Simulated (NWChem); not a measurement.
Molecule: hexafluoropropene (C₃F₆); SMILES FC(F)=C(F)C(F)(F)F

```xyz
9

F     -0.4617    -2.5798     0.0003
C      0.1700    -1.4235    -0.0005
F      1.4782    -1.5646    -0.0007
C     -0.4854    -0.2430    -0.0012
F     -1.8278    -0.2388     0.0008
C      0.1267     1.1325    -0.0001
F     -0.2459     1.8182     1.1039
F      1.4712     1.0787    -0.0327
F     -0.2992     1.8394    -1.0704
```
Atoms are numbered in this order, from 1.

All runs: NWChem. Pople sets run with spherical d functions. All runs use the structure optimised with PBE-D3(BJ)/def2-SVP. Level: B3LYP/6-31G* with SMD (1 M gas to 1 M solution), gas-phase geometry.

```csv
solvent,dielectric constant,solvation free energy (kcal/mol),cavity-dispersion-structure term (kcal/mol),dipole in solution (D)
water,78.4,4.3,6.2,1.27
"N,N-dimethylformamide",37.2,1.2,3.1,1.27
acetone,20.5,0.3,2.1,1.26
benzene,2.27,0.6,1.6,1.16
1-octanol,9.86,0.9,2.7,1.25
toluene,2.37,0.7,1.8,1.16
ethyl acetate,5.99,0.5,2.1,1.23
```
